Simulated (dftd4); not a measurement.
C$_{2}$H$_{4}$N, charge +1, singlet, geometry from GFN2-xTB; dftd4 with D4 for blyp.

dftd4 was given this input:
```
$ dftd4 mol.xyz --func blyp --charge 1 --json dftd4.json --noedisp --grad

# file mol.xyz
7

C      0.00334141     0.00125523    -1.23755640
C     -0.00040118    -0.00015071     0.14858327
N     -0.00350170    -0.00131545     1.29692576
H      0.00839961     1.03012222    -1.61351707
H      0.89303023    -0.51610608    -1.61269688
H     -0.88835179    -0.50910325    -1.61749951
H     -0.00620750    -0.00233191     2.29907192
```

It wrote (shortened):

```
                    ____  _____ _____     ____  _  _
      -------------|  _ \|  ___|_   _|---|  _ \| || |------------
     |             | | | | |_    | | ___ | | | | || |_           |
     |             | |_| |  _|   | ||___|| |_| |__   _|          |
     |             |____/|_|     |_|     |____/   |_|            |
     |             ===================================           |
     |            E. Caldeweyher, S. Ehlert & S. Grimme          |
     |          Mulliken Center for Theoretical Chemistry        |
     |                    University of Bonn                     |
      -----------------------------------------------------------

Rational (Becke-Johnson) damping: blyp-D4-ATM
---------------------
  s6         1.0000
  s8         2.3408
  s9         1.0000
  a1         0.4449
  a2         4.0933
 alp        16.0000
--------------------

Dispersion energy:      -5.0908723039864E-03 Eh

Gradient norm:           4.5361510857804E-04 Eh/a0
--------------------------------------------------
     #    Z           dE/dx      dE/dy      dE/dz
--------------------------------------------------
     1    6 C     6.004E-07  2.256E-07 -2.224E-04
     2    6 C    -5.441E-08 -2.044E-08  2.015E-05
     3    7 N    -9.144E-07 -3.435E-07  3.387E-04
     4    1 H     4.112E-07  4.698E-05 -8.403E-05
     5    1 H     4.075E-05 -2.352E-05 -8.399E-05
     6    1 H    -4.048E-05 -2.320E-05 -8.421E-05
     7    1 H    -3.127E-07 -1.175E-07  1.158E-04
--------------------------------------------------

Virial:
--------------------------------------------------
      component           x          y          z
--------------------------------------------------
          x       1.367E-04  6.824E-09 -6.728E-06
          y       6.824E-09  1.367E-04 -2.527E-06
          z      -6.728E-06 -2.527E-06  2.628E-03
--------------------------------------------------

[Info] Dispersion results written to 'dftd4.txt'
[Info] JSON dump of results written to 'dftd4.json'
```
